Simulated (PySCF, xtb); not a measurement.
ClH2MoNS2, SMILES [NH]=[Mo](=[S])([SH])[Cl], multiplicity 1. One conformer was computed; it need not be the lowest.

Harmonic wavenumbers (cm⁻¹) from GFN2-xTB in xtb at its own minimum, in rising order: 98, 123, 131, 150, 182, 251, 311, 345, 507, 530, 577, 670, 996, 2313, 3415.

Q: What does PBE-D3(BJ)/def2-SVP (PySCF) give at its own minimum? (An estimate is asked for; the answer gives what the named calculation found.)

A: 111, 139, 145, 190, 232, 336, 380, 407, 507, 552, 592, 644, 977, 2587, 3477. Paired by order, the mean absolute difference is 51 cm⁻¹ and the zero-point energies are 15.2 and 16.1 kcal/mol.
